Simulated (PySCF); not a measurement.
**Peak assignment**

Cartesian coordinates in Å; atom numbers follow the order of the lines, from 1:
```xyz
15

C    -2.4035    2.4595   -0.4344
C    -1.8170    1.4347   -0.2232
C    -1.1041    0.2261    0.0234
C    -1.7589   -0.8952    0.3326
O     0.2406    0.3924   -0.0990
C     1.0643   -0.7316    0.1211
C     2.5082   -0.2977   -0.0711
H    -2.9338    3.3465   -0.6159
H    -1.2671   -1.8302    0.5264
H    -2.8308   -0.8852    0.3959
H     0.9125   -1.1132    1.1409
H     0.8073   -1.5296   -0.5901
H     3.1724   -1.1417    0.0912
H     2.7549    0.4926    0.6325
H     2.6505    0.0807   -1.0795
```

All values are calculated (PySCF 2.14.0 with density-fitted response routines): spin–spin couplings from B3LYP/pcJ-1 (without the spin–dipole term), coordinates at the GFN2-xTB level, σ from GIAO-PBE0/pcSseg-1. Relativity neglected, single conformer, averaged over atoms made equivalent by symmetry, fast rotation or ring inversion, no solvent model.

δ = σ(ref) − σ, references computed at the same level: TMS for 13C and 1H.

Question: Assign these signals to the numbered atoms. 13C{1H} NMR (computed): δ 152.4, 98.1, 85.0, 83.3, 65.4, 17.2.

Answer: 
| δ (ppm) | atoms | environment | reason |
| --- | --- | --- | --- |
| 152.4 | C3 | alkene carbon bearing oxygen | an sp2 carbon further deshielded by the attached heteroatom |
| 98.1 | C4 | β carbon of an enol-ether or enamine type C=C | the O or N lone pair pushes π density onto this β carbon and shields it |
| 85.0 | C2 | alkyne carbon | sp carbons lie upfield of alkene carbons because the cylindrical π system leaves one tensor component strongly shielded |
| 83.3 | C1 | terminal alkyne carbon | sp carbons lie upfield of alkene carbons because the cylindrical π system leaves one tensor component strongly shielded |
| 65.4 | C6 | sp3 CH2 bonded to O | pulled downfield by the heteroatom |
| 17.2 | C7 | methyl carbon | saturated and bonded to C and H only |

C2 and C1 lie closer than the usual error of such a calculation, so a measured spectrum could show them in the other order.

Question: Assign these signals to the numbered atoms. 1H NMR (500 MHz, computed): δ 4.89 (d, J = 4.0 Hz, 1H), 4.42 (d, J = 4.0 Hz, 1H), 3.68 (q, J = 7.3 Hz, 2H), 2.38 (s, 1H), 1.43 (t, J = 7.3 Hz, 3H).

Answer: 
| δ (ppm) | atoms | environment | reason |
| --- | --- | --- | --- |
| 4.89 | H10 | hydrogen on a β carbon of an enol-ether or enamine type C=C | lone-pair donation from O or N shields it, upfield of ordinary alkene protons |
| 4.42 | H9 | hydrogen on a β carbon of an enol-ether or enamine type C=C | – |
| 3.68 | H11/H12 | hydrogen on an sp3 CH2 bonded to O | its carbon carries O, which withdraws density |
| 2.38 | H8 | hydrogen on a terminal alkyne carbon | it lies on the axis of the triple bond, in its shielding cone |
| 1.43 | H13/H14/H15 | hydrogen on a methyl carbon | – |

Splittings below 1 Hz are ignored in the labels, and close J values are merged. Unscaled 3J(H,H) at this level run about 10 % above measured values. Shifts are as computed. Against solution values, carbons near 30 ppm lie about +3 ppm off and those near 130 ppm about +5 ppm. Of 1211 compounds with measured shifts, 218 miss one by over three times the rms of a fit or turn the order of signals round; such compounds aren't used in these exercises.
